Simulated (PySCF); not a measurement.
# Exercise with solution: dipole moment from atomic charges

Ta(O)(F)(OH)2 (FH2O3Ta), SMILES [O]=[Ta]([OH])([OH])[F], multiplicity 1. Atoms are numbered in the order given.

```xyz
7

Ta     0.0114    -0.0113     0.0000
O      1.7403     0.0550     0.0000
F     -0.5111    -1.8372     0.0000
O     -0.6119     0.8902    -1.5619
H     -0.1836     1.3374    -2.3010
O     -0.6119     0.8902     1.5619
H     -0.1836     1.3374     2.3010
```
Charge 0, spin multiplicity 1.

Geometry optimised at B3LYP-D3(BJ)/def2-SVP. The multiplicity is an assumed one; no other spin state was optimised. The structure was generated by enumeration; whether it is a known compound was not checked. The def2 effective core potentials stand for the cores of Ta; spin–orbit coupling is left out. One conformer was computed; it need not be the lowest.

Charges (e) from HF/def2-TZVP (PySCF):

| atom | ESP fit | Mulliken |
|---|---|---|
| Ta1 | 1.892 | 2.093 |
| O2 | -0.756 | -0.701 |
| F3 | -0.427 | -0.529 |
| O4 | -0.803 | -0.816 |
| H5 | 0.448 | 0.384 |
| O6 | -0.803 | -0.816 |
| H7 | 0.448 | 0.384 |

The dipole moment of the full density is 2.69 D.

Question: What dipole moment does each set of point charges give, and which comes closer to that of the density?

Answer: 
μ = Σ q r, and 1 e Å = 4.8032 D.
ESP fit: Σ q r = (-0.258, 0.490, 0.000) e Å, |μ| = 2.66 D.
Mulliken: Σ q r = (-0.068, 0.484, 0.000) e Å, |μ| = 2.35 D.
ESP fit comes closer in size. Point charges leave out the atoms' own dipoles (lone pairs, polarised bonds); fits to the potential absorb them, partitions of the density don't.
